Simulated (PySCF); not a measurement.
## A search over the determinants of InN

Unrestricted PBE0; In x2c-SVPall, N x2c-SVPall; spin-free X2C with a Gaussian nucleus (PySCF 2.14). Outer shells of the fragments: In 4d10 5s2 5p1; N 2s2 2p3.

Followed along the bond (rough minima from three points):

```csv
2Ms+1,unpaired,⟨S²⟩ at the start,R at minimum (Å),Te (eV)
3,π ↑↑,2.01,2.22,0.00
3,"σ ↑, π ↑",2.04,2.08,0.22
1,π ↑↓,1.00,2.21,0.56
1,"σ ↓, π ↑",1.01,2.05,0.67
5,"σ ↑, π ↑↑↑",6.01,none in the scan,≤ 1.85
```

Solutions found at the starting distance of 2.045 Å, counted from the lowest of them; the search is not exhaustive and high or unbound solutions are not listed, so other states can lie among these:

```
2Ms+1    unpaired   term  E (eV)  ⟨S²⟩  ⟨Lz²⟩  μ (D)
    3        π ↑↑    ³Σ⁻    0.00  2.01   0.00  -1.44
    3    σ ↑, π ↑     ³Π    0.06  2.04   1.01  -2.79
    1    σ ↓, π ↑  mixed    0.50  1.01   1.03  -3.09
    1        π ↑↓  mixed    0.55  1.00   2.01  -1.41
    1        none    ¹Σ⁺    1.86  0.00   0.00  -4.61
    1        none  mixed    2.11  0.00   2.00  -1.21
    5  σ ↑, π ↑↑↑     ⁵Π    2.22  6.01   1.00  -0.23
    3  σ ↓, π ↑↑↑  mixed    3.12  3.02   1.00  -0.36
    1  σ ↑, π ↑↓↓  mixed    3.44  2.02   3.01  -0.08
    3        π ↑↑  mixed    3.89  2.06   2.01  -2.64
    3        π ↑↑  mixed    4.15  2.04   2.00  -2.61
    5  σ ↑↑, π ↑↑    ⁵Σ⁻    4.46  6.01   0.00  -0.13
    5  σ ↑↑, π ↑↑  mixed    4.87  6.01   2.01  -2.18
    5  σ ↑↑, π ↑↑  mixed    5.18  6.01   2.00  -2.31
```

A term symbol is given only where ⟨S²⟩ and ⟨Lz²⟩ are close to those of a pure state; real π, δ and φ orbitals otherwise mix terms. A positive dipole means In(−)N(+).

**Question.** Compare the gap between the two lowest followed solutions at the starting distance with the gap between their minima.

**Answer.** At PBE0 the second solution (triplet, unpaired electrons σ ↑, π ↑) lies +0.06 eV from the first (triplet, unpaired electrons π ↑↑) at 2.045 Å and +0.22 eV at the minima; the two curves relax by different amounts, since their minima lie near 2.08 and 2.22 Å.

Spin–orbit coupling is left out.
